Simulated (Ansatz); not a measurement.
`C[BH][InH2]` + H₂S → `CBS` + `[InH3]` at 298.15 K and 1 bar (cleavage of the B–In bond).

Computed with Ansatz on PBE0-D4/def2-TZVP structures; ΔE is electronic, products minus reactants. CCSD(T)/CBS adds triple-zeta CCSD(T) − MP2 to the extrapolated MP2 energy (def2 sets, frozen cores). This one scheme is used for every species. def2 core potentials past Kr. For In outer-core shells are correlated without core-valence functions, which leaves a few kJ/mol of doubt a bond. Each species was taken in one conformer, which may not be the lowest.

| species | CCSD(T)/CBS energy (Eh) | H − E (kJ/mol) | S (J/(mol·K)) |
| --- | --- | --- | --- |
| `C[BH][InH2]` | -256.21482 | 174.8 | 330.2 |
| H₂S | -398.97279 | 49.9 | 205.7 |
| `CBS` | -463.66090 | 169.8 | 285.8 |
| `[InH3]` | -191.56739 | 54.8 | 229.0 |

H − E and S are ideal-gas, rigid-rotor, harmonic terms from PBE0-D4/def2-TZVP, for one conformer and one mirror image of each species. 1 Eh = 2625.50 kJ/mol, R = 8.31446 J/(mol·K).

By hand: ΔE, ΔH, ΔS and ΔG.

ΔE = (-463.66090) + (-191.56739) − (-256.21482) − (-398.97279) = -0.04068 Eh = -106.8 kJ/mol. Δ(H − E) = 169.8 + 54.8 − 174.8 − 49.9 = -0.1, so ΔH = -106.9 kJ/mol. ΔS = 285.8 + 229.0 − 330.2 − 205.7 = -21.1 J/(mol·K). ΔG = -106.9 − 298.15 × (-21.1)/1000 = -100.6 kJ/mol.

By hand: the equilibrium constant, and the temperature at which ΔG would vanish if ΔH and ΔS stayed fixed.

log₁₀ K = −ΔG/(RT ln 10) = 17.6. ΔG = 0 at ΔH/ΔS = 5066 K, far beyond where these terms or the molecules hold.

ΔH outweighs TΔS. A doubt of 5 kJ/mol in ΔE shifts log₁₀ K by 0.9 here. Other conformers and mirror images would add mixing entropy, several J/(mol·K) or more a flexible species. These are equilibria of isolated gas molecules and say nothing of rates. Largest T1 diagnostic: 0.014 (customary marks: 0.02 for closed shells, 0.045 for open ones).
